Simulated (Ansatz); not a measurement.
The cluster Cd2Se, relaxed as a quintet with UKS PBE-D4/def2-TZVP in Ansatz, starting from the PBE-D4/def2-TZVP geometry of the neutral singlet. Force threshold 0.02 eV/Å.

In the def2 sets Cd takes a core potential; there is no spin–orbit coupling. At PBE-D4/def2-TZVP a singlet of charge 0 lies 4.62 eV below the quintet, each at its own geometry. The structure comes from a short search, and lower isomers may exist.

Start:

```tsv
atom	x (Å)	y (Å)	z (Å)
Cd1	-1.593	1.806	0.768
Cd2	1.592	-1.808	-0.769
Se3	0.002	0.001	0.001
```

Q: Estimate the energy that the relaxation releases and the steps that it takes.

A: 2.7 kcal/mol, in 4 steps; 6 s on 4 threads of Arm Neoverse V2 on a shared host. No frequencies were taken in this run, so the end may be a saddle point.

Q: Does the start keep its bonding and symmetry?

A: By distances, no bond broke or formed. The bond that changes most is Cd1–Se3, from 2.53 to 2.68 Å (atoms count from 1). Point group D∞h at the start, D∞h at the end, both within 0.05 Å.

Q: Predict the relaxed structure.

A: 
```xyz
3

Cd   -1.690    1.917    0.816
Cd    1.689   -1.917   -0.816
Se    0.000    0.000    0.000
```
Bond lengths (bridged metal pairs left out): 2 × Cd–Se 2.68 Å.
